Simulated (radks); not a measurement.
Valence configurations of the chlorine ion Cl2+ (all share [Ne]). Method: Dirac Kohn-Sham, PBEsol, spin-unpolarised, spherical densities, finite nucleus; open shells are shared between the two j in proportion to 2j + 1; Fermi nuclear charge, rms radius 3.3654 fm; computed with a radial shooting solver on a logarithmic mesh with Libxc functionals. Energies are relative to 3s2 3p3; eigenvalues in eV.

| valence | E (eV) | e(3p1/2) | e(3p3/2) | e(3s1/2) |
|---|---|---|---|---|
| 3s2 3p3 | 0.000 | -31.740 | -31.576 | -44.821 |
| 3s1.5 3p3.5 | 6.602 | -32.013 | -31.848 | -45.122 |
| 3s1 3p4 | 13.219 | -32.280 | -32.114 | -45.416 |
| 3s0.5 3p4.5 | 19.849 | -32.542 | -32.375 | -45.704 |
| 3p5 | 26.492 | -32.798 | -32.630 | - |

NIST lists [Ne] 3s2 3p3 as the ground configuration; this level of theory agrees among the configurations tried. The energies are those of spherical spin-averaged densities, not of single terms.
